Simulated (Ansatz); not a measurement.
OSn, charge +1, doublet, at a GFN2-xTB geometry (such geometries of metal compounds can be far from the true shape) (a state made from the parent by changing its charge; the spin is typed, not shown lowest) (all electrons, no relativity); B3LYP/STO-3G run with Ansatz (a first-principles code).

The Ansatz input:
Ansatz 0.2 input:
```yaml
crystal:
  periodic: [false, false, false]
  atoms:
    - {symbol: Sn, position_ang: [-0.00000000, -0.00000000, -0.26509703]}
    - {symbol: O, position_ang: [0.00000000, 0.00000000, 1.65685642]}
basis:
  gaussian:
    orbitals: STO-3G
    point_charges:
      - {charge: -1.0, position_ang: [1.1824, -2.1415, 3.8112]}
hamiltonian:
  xc: b3lyp
total_charge: 1
magnetization: {spin_polarized: true, initial_magnetization: 1}
```

Output, abridged:

```
Functional definition: B3LYP
430 factors; integrals over basis functions are off by at most 2.9e-5 eV
mean field evaluation 1: about -164312.2736 eV, gradient 3.8e1 eV
mean field evaluation 2: about -164151.7761 eV, gradient 9.6e1 eV
mean field evaluation 4: about -164312.7426 eV, gradient 6.8e1 eV
mean field evaluation 8: about -164338.2531 eV, gradient 7.8e-1 eV
mean field evaluation 16: about -164338.3344 eV, gradient 9.4e-3 eV
mean field evaluation 32: about -164338.3344 eV, gradient 1.5e-5 eV
mean field -164338.33439858 eV, -6039.3223966239 hartree, gradient 3.6e-6 eV, S^2 0.779416; 4 other end points of the search recorded, 0 dependent functions left out
reference -164338.33452134 eV, -6039.3224011355 hartree; 29, 28 occupied and 3, 4 virtual orbitals, 430 factors
Total energy: -164338.33452134 eV, -6039.3224011355 hartree
```
